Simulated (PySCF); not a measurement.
Correlation energy of Hg³⁺ (mercury, charge +3)

[Xe] 4f14 5d9, 2D determinant. Computed with PySCF 2.14 in ANO-RCC-VTZP (8s7p5d3f1g, 84 functions), with the spin-free X2C one-electron Hamiltonian (Gaussian nucleus). Frozen: [Xe] 4f14; 9 electrons correlated.

```json
{"level": "CCSD", "correlation energy (mhartree)": "-234.76"}
{"level": "(T)", "correlation energy (mhartree)": "-5.68"}
{"level": "CCSD(T)", "correlation energy (mhartree)": "-240.44"}
```

Diagnostics: T1 = 0.0029, D1 = 0.0086, largest double amplitude 0.026.

Spin-orbit coupling, absent here, splits the open shell strongly.

Cost of the coupled-cluster step: about 2.2 core-seconds, for 9 correlated electrons.
